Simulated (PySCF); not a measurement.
**LDA on Ca⁺ (calcium, charge +1)**

Configuration: [Ar] 3d1, 2D determinant (an excited configuration). Computed with PySCF 2.14 in aug-cc-pwCVTZ-X2C with one added diffuse shell each of s, p, d, f type (10s9p7d4f, 100 functions), with the spin-free X2C one-electron Hamiltonian (Gaussian nucleus).

```
Total energy                                                  : -678.322 hartree
One-electron energy                                           : -928.028 hartree
Hartree (Coulomb) energy                                      : 284.089 hartree
Exchange-correlation energy                                   : -34.383 hartree
⟨S²⟩                                                          : 0.7502
⟨L²⟩                                                          : 6.002
Sum of ⟨r⟩                                                    : 15.30 bohr
Sum of ⟨r²⟩                                                   : 23.64 bohr²
Traceless quadrupole moment −½Σ⟨3z² − r²⟩ along its main axis : 2.10 e·bohr²
Langevin diamagnetic susceptibility                           : -18.7 ×10⁻⁶ cm³/mol
```

| shell | electrons | mean orbital energy (hartree) | spread (hartree) | rms radius, mean of both spins (bohr) |
| --- | --- | --- | --- | --- |
| 1s β | 1 | -144.77531 | 0 | 0.0890 |
| 1s α | 1 | -144.77508 | 0 | 0.0890 |
| 2s α | 1 | -15.28521 | 0 | 0.398 |
| 2s β | 1 | -15.28063 | 0 | 0.398 |
| 2p α | 3 | -12.40570 | 0.00687 | 0.365 |
| 2p β | 3 | -12.40211 | 0.01017 | 0.365 |
| 3s α | 1 | -1.84456 | 0 | 1.26 |
| 3s β | 1 | -1.82627 | 0 | 1.26 |
| 3p α | 3 | -1.15815 | 0.01236 | 1.40 |
| 3p β | 3 | -1.13900 | 0.02985 | 1.40 |
| 3d α | 1 | -0.23213 | 0 | 2.74 |

Densities and radii are taken from the X2C orbitals without a picture-change correction, which distorts them close to the nucleus.
